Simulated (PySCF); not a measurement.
Simulation results for GeH3O2Si, CH7BGeN

Computed with PySCF 2.14.0. Calculation on a computer-drawn molecule: the log of a Hartree-Fock and frozen-core CCSD(T) single point meant for a local Hartree-Fock minimum, with one planted fault or none, to be diagnosed. Offsets are logged minus clean, where the clean run is the same molecule without the fault. The reference is restricted for singlets and unrestricted otherwise, and also for a bond in bohr or an excited solution. Adding or removing an electron swaps singlet and doublet. The excited solution moves the top pair (singlet) or top alpha electron (doublet) to the lowest empty orbital. Highest occupied and lowest empty are orbital energies over both spins, largest force is the largest gradient component, triples share is (T) over the correlation energy, the T1 limit is 0.02 restricted and 0.045 unrestricted, electrons count all cores, a negative frequency is imaginary (commonest isotopes), and the dipole is about the centre of nuclear charge; on germanium a core potential holds 10 electrons, which the energies leave out, and 3d is frozen in MP2 and coupled-cluster steps.

Common to all runs: meant charge 0; meant multiplicity 2; meant basis and core potential on germanium cc-pVDZ-PP ECP10MDF; logged SCF converged yes; logged CC converged yes; logged SCF stable within its kind yes; possible faults no fault, one electron removed, one electron added, multiplicity raised by two, geometry at a saddle point, SCF held on an excited solution, minimal basis STO-3G, one bond length entered in bohr, all coordinates scaled.

```json
{"entry": 1, "formula": "GeH3O2Si", "logged_structure": {"atoms_angstrom": [["O", -1.9832, 0.0907, -2.2288], ["Si", -0.9974, 0.6144, -1.2337], ["O", -0.9532, 0.2435, 0.3419], ["Ge", 0.8588, 1.9915, -1.6753], ["H", -1.6081, -0.3541, 0.6816], ["H", 0.7166, 2.8217, -2.9458], ["H", 1.3229, 2.8221, -0.4821]]}, "given": {"meant_basis": "cc-pV(D+d)Z", "logged_electrons": 66, "logged_basis_functions": 89, "logged_spin_squared": 0.0, "logged_highest_occupied [eV]": -1.4653, "logged_lowest_empty [eV]": 7.9554, "logged_largest_force [hartree/bohr]": 0.055111, "logged_T1_diagnostic": 0.017556, "logged_D1_diagnostic": 0.056674, "logged_triples_share": 0.028276, "logged_dipole_magnitude [debye]": 3.6374, "logged_energy_HF [hartree]": -733.84412, "logged_energy_CCSD(T) [hartree]": -734.45256, "drawn_bonds_atom": [1, 2, 2, 3, 4, 4], "drawn_bonds_other_atom": [2, 3, 4, 5, 6, 7], "drawn_bonds_order": [2, 1, 1, 1, 1, 1]}, "results": {"planted_fault": "one electron added", "HF_energy_offset_from_clean_run [kcal/mol]": -14.99, "CCSD(T)_energy_offset_from_clean_run [kcal/mol]": -30.36}}
{"entry": 2, "formula": "CH7BGeN", "logged_structure": {"atoms_angstrom": [["B", -2.1249, 0.4619, -0.9833], ["C", -0.8877, -0.023, -1.7012], ["N", 0.3172, -0.2987, -1.1296], ["Ge", 0.7664, -0.1555, 0.6733], ["H", -3.1291, 0.6682, -1.6092], ["H", -2.1184, 0.6448, 0.2086], ["H", -0.9018, -0.1847, -2.7761], ["H", 1.0351, -0.6114, -1.7534], ["H", 0.62, 1.2896, 1.1372], ["H", 2.2313, -0.5944, 0.7152], ["H", -0.1035, -1.0904, 1.5066]]}, "given": {"meant_basis": "cc-pVDZ", "logged_electrons": 57, "logged_basis_functions": 100, "logged_spin_squared": 0.7573, "logged_highest_occupied [eV]": -7.8538, "logged_lowest_empty [eV]": 1.9661, "logged_largest_force [hartree/bohr]": 1.5218e-05, "logged_lowest_frequency [cm^-1]": 164.33, "logged_T1_diagnostic": 0.01796, "logged_D1_diagnostic": 0.086737, "logged_triples_share": 0.028496, "logged_dipole_magnitude [debye]": 2.9191, "logged_energy_HF [hartree]": -414.41962, "logged_energy_CCSD(T) [hartree]": -414.97013, "drawn_bonds_atom": [1, 2, 3, 1, 1, 2, 3, 4, 4, 4], "drawn_bonds_other_atom": [2, 3, 4, 5, 6, 7, 8, 9, 10, 11], "drawn_bonds_order": [1, 1, 1, 1, 1, 1, 1, 1, 1, 1]}, "results": {"planted_fault": "no fault", "HF_energy_offset_from_clean_run [kcal/mol]": 0.0, "CCSD(T)_energy_offset_from_clean_run [kcal/mol]": 0.0}}
```
